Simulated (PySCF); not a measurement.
## OI2, singlet: molecular constants

Method: PBE0/[O def2-TZVP, I def2-TZVP with ECP28], scalar-relativistic core potentials, density fitting, no spin–orbit coupling, PySCF.

The structure is a minimum.

```xyz
3
charge 0 multiplicity 1, angstrom
O     0.0000    0.0000   -0.9570
I     1.7018    0.0000    0.0606
I    -1.7018    0.0000    0.0606
```

* Point group: C2v
* Bond lengths: O–I 1.983 Å (×2)
* Bond angles: I–O–I 118.2°
* Highest occupied level: -7.22 eV
* Zero-point energy: 7.5 kJ/mol
* Entropy at 298.15 K and 1 bar: 304.8 J/(mol K)
* Principal polarisabilities: 45.4, 48.3, 95.8 bohr³
* Dipole moment: 1.21 D
* Principal quadrupole moments (Buckingham, traceless) about the centre of mass: -4.85, -4.05, 8.90 D Å
* Enthalpy at 298.15 K above 0 K: 12.70 kJ/mol
* Heat capacity Cp at 298.15 K: 50.6 J/(mol K)
* Lowest empty level: -3.81 eV
* Rotational symmetry number: 2
* Atomisation energy without zero-point energy: 376 kJ/mol
* Rotational constants: 1.082, 0.02293, 0.02246 cm⁻¹

Harmonic modes (masses in u: O 15.995, I 126.904):
| symmetry | ω (cm⁻¹) | IR (km/mol) |
| --- | --- | --- |
| a1 | 128 | 0.3 |
| a1 | 473 | 8.7 |
| b2 | 653 | 21.9 |

In C2v the vibrations span 2a1 + b2. Here b1 is antisymmetric to the molecular plane and b2 lies in it.

Charges (e):
```tsv
atom	Mulliken	Löwdin	polar tensor	Mayer order to O1
O1	-0.45	-0.52	-0.40	–
I2,3	0.23	0.26	0.20	0.95
```

Mulliken populations on O1: s 3.89, p 4.54, d 0.03, f 0.00.

Outer orbital energies (eV). occupied: -18.77, -12.78, -11.74, -11.35, -8.10, -8.04, -7.76, -7.22; empty: -3.81, -1.82, 3.74, 4.12.

Counting electrons, oxygen keeps 4 of its valence electrons outside its bonds, so the VSEPR class is AX2E2 and the expected shape is bent (C2v), as computed.

The final relaxation and frequency run took of the order of 90 core-seconds on a shared host.
